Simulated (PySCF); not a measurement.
**Telling isomers of C4H4O3 apart by NMR**

[PySCF 2.14.0 with density-fitted response routines: GIAO PBE0/pcSseg-1 shieldings; J couplings at B3LYP/pcJ-1 (spin–dipole term left out of most H,H and C,H couplings); coordinates at the GFN2-xTB level; one conformer; gas phase; rapidly exchanging positions averaged; no relativistic terms]

Shifts are taken against calculated references (same method and geometry level): TMS for ¹H and ¹³C. Multiplet labels drop J under 1 Hz and among equivalent protons, and merge close values. Unscaled 3J(H,H) run several per cent high. Where no couplings were computed, multiplicities follow the n + 1 count of equivalent neighbours, and m marks all less simple cases (inequivalent or close neighbours, rings, F or P nearby). Shifts are as computed. Against solution values, carbons near 30 ppm lie about +3 ppm off and those near 130 ppm about +5 ppm. Of 1211 compounds with measured shifts, 218 miss one by over three times the rms of a fit or turn the order of signals round; such compounds aren't used in these exercises.

(1) Tabulate the signals of `O=C1CCC(=O)O1`, `Cc1coc(=O)o1` and their relative energies.

(2) What is the quickest way to tell O=C1CCC(=O)O1 from Cc1coc(=O)o1?

Answers

(1) 
| SMILES | carbon types | δC | δH | E rel. (kcal/mol) |
| --- | --- | --- | --- | --- |
| O=C1CCC(=O)O1 | 2×C 2×CH2 | 176.4, 30.8 | 2.78 (s, 4H) | 0.0 |
| Cc1coc(=O)o1 | 2×C 1×CH 1×CH3 | 158.0, 148.5, 132.4, 12.9 | 6.77 (s, 1H), 2.20 (s, 3H) | 19.6 |

Energies are electronic energies at PBE0/pcSseg-1 on these geometries, without zero-point or thermal terms, each for the one conformer computed, which needn't be the lowest.

(2) Count the carbon signals: 2 against 4. The first has an sp3 CH2 α to a carbonyl at 30.8 ppm, the second a unsaturated ring CH at 132.4 ppm. Their most deshielded carbons lie at 176.4 and 158.0 ppm. In the proton spectra the most deshielded non-exchanging signals are 2.78 (s, 4H) and 6.77 (s, 1H).
